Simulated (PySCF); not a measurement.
## Identify the compound

An unknown has the formula C4H9F3O3Si. Its calculated NMR data are:

$^{1}$H NMR (300 MHz, computed): δ 4.48 (s, 1H), 4.17 (m, 2H), 3.91 (s, 6H).

$^{13}$C{$^{1}$H} NMR (computed): δ 133.3, 64.3, 52.2.

[PySCF: geometry: GFN2-xTB; PBE0/pcSseg-1 with gauge-including orbitals; in vacuum; non-relativistic Hamiltonian; a single conformation; rapidly exchanging positions averaged]

δ = σ(ref) − σ, references computed at the same level: TMS for $^{1}$H, $^{13}$C.

Task: What is the structure?

Result: 
Rings plus π bonds: 0. 3 carbon signals for 4 carbons: some carbons are equivalent by symmetry or fast rotation. Carbon types of the structure: 1 × C, 1 × CH2, 2 × CH3, leaving 1 H on heteroatoms. δC 133.3: CF3 carbon; 3 electronegative neighbours deshield it. δC 64.3: sp3 CH2 bonded to O; pulled downfield by the heteroatom. δC 52.2: methyl carbon bonded to O; the inductive effect lowers its shielding. δH 4.48: hydrogen on a silicon bonded to 3 O. δH 4.17: hydrogen on an sp3 CH2 bonded to O; its carbon carries O, which withdraws density. δH 3.91: hydrogen on a methyl carbon bonded to O; its carbon carries O, an electronegative neighbour.

The compound is `InChI=1S/C4H9F3O3Si/c1-8-11(9-2)10-3-4(5,6)7/h11H,3H2,1-2H3`.

The data come from this structure; uniqueness wasn't tested.

Splittings by $^{19}$F in the carbon and heteronuclear signals aren't shown, as no couplings were computed. Shifts are as computed. Against solution values, carbons near 30 ppm lie about +3 ppm off and those near 130 ppm about +5 ppm. Of 1211 compounds with measured shifts, 218 miss one by over three times the rms of a fit or turn the order of signals round; such compounds aren't used in these exercises. Multiplicities follow the n + 1 count of equivalent neighbours, as no J values were calculated; m marks all less simple cases, F and P coupling included.
